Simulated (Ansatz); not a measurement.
Species: sum formula HSiO, charge 1, multiplicity 1. It need not be the lowest isomer of its formula. 
Geometry from a B3LYP-D3(BJ)/def2-TZVP (Ansatz, a quantum-chemistry and plane-wave program) optimisation:
```xyz
3

O      0.0000     0.0000    -0.8973
Si     0.0000     0.0000     0.6459
H      0.0000     0.0000    -1.8643
```
Charge +1, spin multiplicity 1.

Basis-set convergence of Hartree-Fock and CCSD(T) correlation energies (hartree) with Ansatz. Correlated levels leave the core frozen unless marked. Spin-orbit coupling is left out. No relativistic terms.

| basis | functions | E(HF) | E(corr, CCSD(T)) |
|---|---|---|---|
| def2-SVPD | 55 | -363.97744 | -0.28298 |
| def2-TZVPPD | 105 | -364.17480 | -0.33731 |
| def2-QZVPPD | 175 | -364.18689 | -0.35883 |

Extrapolating the two largest sets (X = 3 and 4) as X^-3: E(corr) = (64·(-0.35883) - 27·(-0.33731))/37 = -0.3745 Eh, an estimate of the basis-set limit. The largest set recovers 95.8 % of it, the smallest 75.6 %.
